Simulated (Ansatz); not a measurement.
C2H6AlNO (`CC1[NH][AlH][O]1`) at its PBE0-D4/def2-TZVP geometry, where that method's forces vanish. The species carries charge 0 and has multiplicity 1.

```xyz
11

C    -0.2159    1.0408    1.0113
C     0.4290    0.3230   -0.1492
N    -0.5239   -0.2863   -1.0878
Al    0.2073   -1.8388   -0.7136
O     1.1689   -0.8161    0.2981
H    -0.7912    1.9019    0.6600
H    -0.8881    0.3610    1.5402
H     0.5490    1.3953    1.7054
H     1.1203    1.0027   -0.6701
H    -1.2057    0.2870   -1.5476
H     0.1504   -3.3707   -1.0468
```

(1) What forces (eV/Å) does PBE-D4/def2-TZVPP give on these atoms in Ansatz 0.2.0? (Best estimate.)

Answers

(1) Computed: 
```
C1  -0.022  0.047  0.038
C2  -0.090  0.223 -0.014
N3  -0.148 -0.006 -0.172
Al4 -0.110 -0.506 -0.168
O5   0.588 -0.136  0.461
H6  -0.112  0.173 -0.057
H7  -0.134 -0.133  0.105
H8   0.145  0.079  0.142
H9   0.160  0.157 -0.122
H10 -0.276  0.220 -0.187
H11 -0.003 -0.119 -0.028
```
